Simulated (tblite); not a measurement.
Record of a relaxation.

C5H7Cl2 (doublet state).
Atom-mapped SMILES: `[Cl:1][C:2]([Cl:3])[CH:4]1[CH2:5][CH2:6][CH2:7]1` (hydrogens: H8 on C4; H9, H10 on C5; H11, H12 on C6; H13, H14 on C7)

Computed with GFN2-xTB (tblite), gas phase: L-BFGS steps from a force-field or distance-geometry start until the largest atomic force falls under 0.01 eV/Å. 6 of its 58 geometries are shown.

Step 0: E = -633.6817 eV, largest atomic force 2.898 eV/Å
```
atom  x, y, z in Å  |  force x, y, z in eV/Å
Cl1     1.944   -0.791    1.760    0.355   0.341  -0.848
C2      1.812   -0.444    0.048    1.051   0.210   0.034
Cl3     3.241    0.166   -0.734   -0.403  -0.223   0.437
C4      0.496   -0.093   -0.502    1.353  -1.864   0.240
C5     -0.240    1.095    0.021   -1.510   2.290  -0.934
C6     -1.511    0.232   -0.066   -0.086  -0.064   0.754
C7     -0.580   -0.948    0.166   -0.615  -0.908  -0.589
H8      0.453   -0.212   -1.610    0.271   0.334   0.766
H9     -0.004    1.442    1.037    0.034  -0.442  -0.415
H10    -0.267    1.969   -0.656    0.245  -0.131   0.353
H11    -2.228    0.365    0.741   -0.422   0.205  -0.490
H12    -1.911    0.140   -1.090   -0.165   0.538   0.716
H13    -0.358   -1.054    1.242   -0.314  -0.415  -0.761
H14    -0.848   -1.868   -0.382    0.205   0.128   0.736
```

Step 11: E = -634.1653 eV, largest atomic force 0.197 eV/Å
```
atom  x, y, z in Å  |  force x, y, z in eV/Å
Cl1     2.103   -0.733    1.736    0.004   0.035   0.110
C2      1.882   -0.405    0.077   -0.088  -0.047   0.020
Cl3     3.265    0.186   -0.729    0.009   0.068  -0.104
C4      0.534   -0.160   -0.452   -0.065   0.161   0.076
C5     -0.285    1.111   -0.020    0.174  -0.025  -0.090
C6     -1.541    0.235   -0.045    0.057   0.039   0.060
C7     -0.629   -0.984    0.136    0.007  -0.041  -0.062
H8      0.569   -0.206   -1.547   -0.015  -0.056   0.177
H9     -0.008    1.421    0.989   -0.071  -0.046  -0.095
H10    -0.245    1.965   -0.689    0.017  -0.002  -0.044
H11    -2.291    0.423    0.718    0.017  -0.027   0.096
H12    -2.025    0.252   -1.023    0.081  -0.041   0.075
H13    -0.446   -1.193    1.189   -0.051   0.029  -0.044
H14    -0.884   -1.912   -0.362   -0.075  -0.047  -0.176
```

Step 23: E = -634.1981 eV, largest atomic force 0.078 eV/Å
```
atom  x, y, z in Å  |  force x, y, z in eV/Å
Cl1     2.137   -0.636    1.788   -0.051   0.031   0.045
C2      1.883   -0.417    0.116    0.059   0.010   0.006
Cl3     3.213    0.227   -0.752    0.061   0.005   0.019
C4      0.537   -0.179   -0.419    0.023  -0.052  -0.028
C5     -0.260    1.103   -0.035   -0.063   0.031   0.018
C6     -1.529    0.246   -0.021   -0.030  -0.017   0.028
C7     -0.648   -1.003    0.112   -0.031  -0.036  -0.028
H8      0.600   -0.252   -1.505   -0.017   0.013  -0.061
H9      0.000    1.460    0.958    0.054  -0.028   0.042
H10    -0.207    1.929   -0.738   -0.019   0.007  -0.064
H11    -2.240    0.427    0.780    0.000   0.036   0.050
H12    -2.053    0.271   -0.974    0.006   0.024   0.012
H13    -0.511   -1.304    1.147    0.038   0.034   0.004
H14    -0.923   -1.871   -0.479   -0.031  -0.057  -0.044
```

Step 34: E = -634.2153 eV, largest atomic force 0.096 eV/Å
```
atom  x, y, z in Å  |  force x, y, z in eV/Å
Cl1     2.026   -0.489    1.835   -0.017  -0.020  -0.004
C2      1.870   -0.420    0.131    0.017   0.009   0.019
Cl3     3.229    0.235   -0.685    0.003  -0.026  -0.007
C4      0.538   -0.201   -0.456    0.015  -0.062   0.000
C5     -0.242    1.085   -0.054    0.001   0.005   0.000
C6     -1.517    0.246    0.025   -0.037  -0.061   0.000
C7     -0.656   -1.024    0.072    0.015  -0.007  -0.024
H8      0.619   -0.270   -1.542    0.033  -0.021  -0.003
H9      0.078    1.448    0.918    0.010   0.063   0.039
H10    -0.220    1.889   -0.781    0.009   0.092  -0.025
H11    -2.167    0.424    0.875   -0.013   0.015   0.048
H12    -2.096    0.313   -0.892   -0.059  -0.026  -0.001
H13    -0.488   -1.380    1.086    0.002   0.037  -0.038
H14    -0.974   -1.855   -0.554    0.022   0.001  -0.003
```

Step 46: E = -634.2215 eV, largest atomic force 0.054 eV/Å
```
atom  x, y, z in Å  |  force x, y, z in eV/Å
Cl1     1.971   -0.460    1.862    0.003  -0.008  -0.005
C2      1.859   -0.415    0.155    0.009   0.012   0.006
Cl3     3.252    0.181   -0.646    0.020  -0.011   0.000
C4      0.544   -0.194   -0.469    0.005   0.003   0.006
C5     -0.250    1.091   -0.081    0.014   0.001   0.006
C6     -1.518    0.242    0.049    0.004   0.007   0.005
C7     -0.649   -1.025    0.044   -0.003   0.003  -0.008
H8      0.658   -0.271   -1.552    0.003   0.006   0.009
H9      0.081    1.480    0.878    0.012   0.051  -0.014
H10    -0.244    1.885   -0.824   -0.029  -0.001   0.006
H11    -2.107    0.416    0.946   -0.009  -0.035   0.013
H12    -2.169    0.314   -0.819    0.025  -0.010  -0.023
H13    -0.472   -1.410    1.045   -0.006  -0.015  -0.021
H14    -0.959   -1.835   -0.610   -0.046  -0.003   0.021
```

Step 57: E = -634.2243 eV, largest atomic force 0.009 eV/Å
```
atom  x, y, z in Å  |  force x, y, z in eV/Å
Cl1     1.939   -0.436    1.882    0.000  -0.001   0.005
C2      1.853   -0.406    0.175    0.000  -0.004  -0.002
Cl3     3.276    0.133   -0.614   -0.002  -0.001  -0.004
C4      0.550   -0.186   -0.474    0.000   0.006   0.001
C5     -0.255    1.098   -0.096   -0.003   0.005   0.002
C6     -1.512    0.239    0.076    0.000   0.009   0.000
C7     -0.645   -1.027    0.024   -0.003   0.004  -0.001
H8      0.685   -0.261   -1.553    0.005  -0.003   0.002
H9      0.091    1.534    0.838    0.005  -0.003   0.001
H10    -0.284    1.865   -0.865   -0.007  -0.005   0.000
H11    -2.066    0.394    0.998   -0.004   0.001   0.001
H12    -2.195    0.318   -0.766   -0.002  -0.001  -0.005
H13    -0.464   -1.453    1.007    0.007  -0.002   0.001
H14    -0.973   -1.811   -0.653    0.002  -0.004  -0.003
```

**Question.** Summarise the path.

**Answer.** The energy falls by 12.51 kcal/mol from step 0 to step 57; nine tenths of that is first reached at step 12. It falls at every step. The largest force goes from 2.898 to 0.009 eV/Å. Among the bonds C4–C5 changes most, from 1.492 to 1.561 Å; the atoms move by 0.274 Å rms after alignment.

**Question.** Follow the three bonds and two angles with the largest change from start to end.

**Answer.** 
```json
{"step": "0", "E above end (kcal/mol)": "12.51", "largest force (eV/Å)": "2.898", "C4–C5 (Å)": "1.492", "Cl1–C2 (Å)": "1.751", "C2–Cl3 (Å)": "1.739", "H11–C6–H12 (°)": "117.4", "C2–C4–C7 (°)": "109.5"}
{"step": "2", "E above end (kcal/mol)": "5.71", "largest force (eV/Å)": "0.616", "C4–C5 (Å)": "1.580", "Cl1–C2 (Å)": "1.721", "C2–Cl3 (Å)": "1.696", "H11–C6–H12 (°)": "114.9", "C2–C4–C7 (°)": "113.3"}
{"step": "5", "E above end (kcal/mol)": "2.65", "largest force (eV/Å)": "0.375", "C4–C5 (Å)": "1.567", "Cl1–C2 (Å)": "1.703", "C2–Cl3 (Å)": "1.704", "H11–C6–H12 (°)": "110.0", "C2–C4–C7 (°)": "115.8"}
{"step": "7", "E above end (kcal/mol)": "2.00", "largest force (eV/Å)": "0.304", "C4–C5 (Å)": "1.555", "Cl1–C2 (Å)": "1.713", "C2–Cl3 (Å)": "1.717", "H11–C6–H12 (°)": "108.9", "C2–C4–C7 (°)": "115.6"}
{"step": "10", "E above end (kcal/mol)": "1.50", "largest force (eV/Å)": "0.206", "C4–C5 (Å)": "1.570", "Cl1–C2 (Å)": "1.710", "C2–Cl3 (Å)": "1.710", "H11–C6–H12 (°)": "108.7", "C2–C4–C7 (°)": "117.0"}
{"step": "12", "E above end (kcal/mol)": "1.20", "largest force (eV/Å)": "0.222", "C4–C5 (Å)": "1.570", "Cl1–C2 (Å)": "1.702", "C2–Cl3 (Å)": "1.706", "H11–C6–H12 (°)": "108.7", "C2–C4–C7 (°)": "118.5"}
{"step": "15", "E above end (kcal/mol)": "0.93", "largest force (eV/Å)": "0.146", "C4–C5 (Å)": "1.558", "Cl1–C2 (Å)": "1.705", "C2–Cl3 (Å)": "1.714", "H11–C6–H12 (°)": "109.1", "C2–C4–C7 (°)": "119.4"}
{"step": "17", "E above end (kcal/mol)": "0.83", "largest force (eV/Å)": "0.127", "C4–C5 (Å)": "1.562", "Cl1–C2 (Å)": "1.709", "C2–Cl3 (Å)": "1.716", "H11–C6–H12 (°)": "109.6", "C2–C4–C7 (°)": "119.3"}
{"step": "20", "E above end (kcal/mol)": "0.69", "largest force (eV/Å)": "0.120", "C4–C5 (Å)": "1.567", "Cl1–C2 (Å)": "1.707", "C2–Cl3 (Å)": "1.713", "H11–C6–H12 (°)": "109.7", "C2–C4–C7 (°)": "119.5"}
{"step": "22", "E above end (kcal/mol)": "0.63", "largest force (eV/Å)": "0.107", "C4–C5 (Å)": "1.561", "Cl1–C2 (Å)": "1.705", "C2–Cl3 (Å)": "1.714", "H11–C6–H12 (°)": "109.3", "C2–C4–C7 (°)": "119.7"}
{"step": "25", "E above end (kcal/mol)": "0.52", "largest force (eV/Å)": "0.128", "C4–C5 (Å)": "1.557", "Cl1–C2 (Å)": "1.708", "C2–Cl3 (Å)": "1.716", "H11–C6–H12 (°)": "108.8", "C2–C4–C7 (°)": "119.5"}
{"step": "27", "E above end (kcal/mol)": "0.45", "largest force (eV/Å)": "0.104", "C4–C5 (Å)": "1.562", "Cl1–C2 (Å)": "1.709", "C2–Cl3 (Å)": "1.716", "H11–C6–H12 (°)": "108.9", "C2–C4–C7 (°)": "119.6"}
{"step": "30", "E above end (kcal/mol)": "0.33", "largest force (eV/Å)": "0.133", "C4–C5 (Å)": "1.563", "Cl1–C2 (Å)": "1.710", "C2–Cl3 (Å)": "1.716", "H11–C6–H12 (°)": "109.6", "C2–C4–C7 (°)": "119.7"}
{"step": "32", "E above end (kcal/mol)": "0.25", "largest force (eV/Å)": "0.094", "C4–C5 (Å)": "1.557", "Cl1–C2 (Å)": "1.712", "C2–Cl3 (Å)": "1.716", "H11–C6–H12 (°)": "109.6", "C2–C4–C7 (°)": "119.3"}
{"step": "35", "E above end (kcal/mol)": "0.18", "largest force (eV/Å)": "0.075", "C4–C5 (Å)": "1.559", "Cl1–C2 (Å)": "1.711", "C2–Cl3 (Å)": "1.716", "H11–C6–H12 (°)": "109.2", "C2–C4–C7 (°)": "118.8"}
{"step": "37", "E above end (kcal/mol)": "0.16", "largest force (eV/Å)": "0.065", "C4–C5 (Å)": "1.561", "Cl1–C2 (Å)": "1.710", "C2–Cl3 (Å)": "1.715", "H11–C6–H12 (°)": "109.2", "C2–C4–C7 (°)": "118.8"}
{"step": "40", "E above end (kcal/mol)": "0.14", "largest force (eV/Å)": "0.046", "C4–C5 (Å)": "1.560", "Cl1–C2 (Å)": "1.711", "C2–Cl3 (Å)": "1.716", "H11–C6–H12 (°)": "109.3", "C2–C4–C7 (°)": "118.8"}
{"step": "42", "E above end (kcal/mol)": "0.12", "largest force (eV/Å)": "0.089", "C4–C5 (Å)": "1.559", "Cl1–C2 (Å)": "1.712", "C2–Cl3 (Å)": "1.716", "H11–C6–H12 (°)": "109.2", "C2–C4–C7 (°)": "118.6"}
{"step": "45", "E above end (kcal/mol)": "0.07", "largest force (eV/Å)": "0.055", "C4–C5 (Å)": "1.559", "Cl1–C2 (Å)": "1.712", "C2–Cl3 (Å)": "1.715", "H11–C6–H12 (°)": "108.9", "C2–C4–C7 (°)": "118.0"}
{"step": "47", "E above end (kcal/mol)": "0.06", "largest force (eV/Å)": "0.056", "C4–C5 (Å)": "1.560", "Cl1–C2 (Å)": "1.710", "C2–Cl3 (Å)": "1.714", "H11–C6–H12 (°)": "108.9", "C2–C4–C7 (°)": "118.0"}
{"step": "50", "E above end (kcal/mol)": "0.02", "largest force (eV/Å)": "0.063", "C4–C5 (Å)": "1.560", "Cl1–C2 (Å)": "1.709", "C2–Cl3 (Å)": "1.714", "H11–C6–H12 (°)": "109.3", "C2–C4–C7 (°)": "117.9"}
{"step": "52", "E above end (kcal/mol)": "0.01", "largest force (eV/Å)": "0.025", "C4–C5 (Å)": "1.561", "Cl1–C2 (Å)": "1.710", "C2–Cl3 (Å)": "1.714", "H11–C6–H12 (°)": "109.2", "C2–C4–C7 (°)": "117.6"}
{"step": "55", "E above end (kcal/mol)": "0.00", "largest force (eV/Å)": "0.012", "C4–C5 (Å)": "1.561", "Cl1–C2 (Å)": "1.711", "C2–Cl3 (Å)": "1.714", "H11–C6–H12 (°)": "109.1", "C2–C4–C7 (°)": "117.5"}
{"step": "57", "E above end (kcal/mol)": "0.00", "largest force (eV/Å)": "0.009", "C4–C5 (Å)": "1.561", "Cl1–C2 (Å)": "1.710", "C2–Cl3 (Å)": "1.714", "H11–C6–H12 (°)": "109.0", "C2–C4–C7 (°)": "117.5"}
```

The cost below is that of the whole relaxation. Time: 0.31 s wall. Hardware: Arm Neoverse V2, one thread, no GPU, shared host with 96 logical CPUs at a one-minute load of 45.
